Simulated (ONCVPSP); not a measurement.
# tin (Sn), ONCV: configuration errors across variants

- Element: tin
- Generator: ONCVPSP 4.0.1
- Type: optimised norm-conserving Vanderbilt (ONCV)
- Functional: LDA (Perdew-Wang 92)
- Relativity: scalar-relativistic
- Frozen core: [Kr]
- Valence charge: 14
- Reference configuration: 4d10 5s2 5p1.5 (charge +0.5)
- Partial waves: 5s: rc 1.60 bohr, ncon 3, nbas 6, qcut 4.8 1/bohr, 2 projectors, debl 0.6 Ha; 5p: rc 2.30 bohr, ncon 4, nbas 9, qcut 3.9 1/bohr, 1 projector; 4d: rc 1.10 bohr, ncon 4, nbas 9, qcut 7.6 1/bohr, 2 projectors, debl 1.5 Ha; f scattering state at 0.02 Ha: rc 1.85 bohr, ncon 4, nbas 7, qcut 6.8 1/bohr, 2 projectors, debl 2.8 Ha
- Local potential: polynomial inside 1.10 bohr (lpopt 5, dvloc0 -1 Ha)
- Core correction: Teter function, fcfact 4.5, rcfact 1.7

All-electron excitation energies from the reference (eV): (1) 4d10 5s2 5p2 -2.713; (2) 4d10 5s2 5p1 4.379; (3) 4d10 5s2 5p0 18.637; (4) 4d9 5s2 5p3 21.648.

A true bound ghost makes a file unfit for plane-wave use even where its test errors are small: the radial tests pick states by their node count and pass the ghost by.

Errors AE − PS in meV (a dash: test not solved or not reliable):

| change | (1) | (2) | (3) | (4) | bound ghosts | GHOST(+) flags above zero |
| --- | --- | --- | --- | --- | --- | --- |
| base | +0.7 | -1.1 | -8.2 | -235 | s, p, d | s |
| d: rc 0.8; local potential polynomial inside 0.80 bohr (lpopt 5, dvloc0 -1 Ha) | +0.9 | -1.0 | -9.3 | -270 | s, p | s, d |
| d: rc 0.9; local potential polynomial inside 0.90 bohr (lpopt 5, dvloc0 -1 Ha) | +0.8 | -1.1 | -9.3 | -278 | s, p | s, d |
| d: rc 0.98; local potential polynomial inside 0.98 bohr (lpopt 5, dvloc0 -1 Ha) | +0.8 | -1.1 | -9.3 | -283 | s, p | s, d |
| d: rc 1.14 | +0.7 | -1.1 | -7.7 | -288 | s, p | s, d |
| d: rc 1.2 | +0.7 | -1.1 | -7.3 | -283 | s, p | s |
| d: rc 1.38 | +0.7 | -1.1 | -7.2 | -261 | s, p | s, d |
| d: rc 1.6 | +0.7 | -1.1 | -7.4 | -220 | s, p | s, d |

Task: Give the same row for: d: rc 1.46.

Result: +0.7, -1.1, -7.3, -249; bound ghosts: s, p; GHOST(+) flags above zero: s, d.
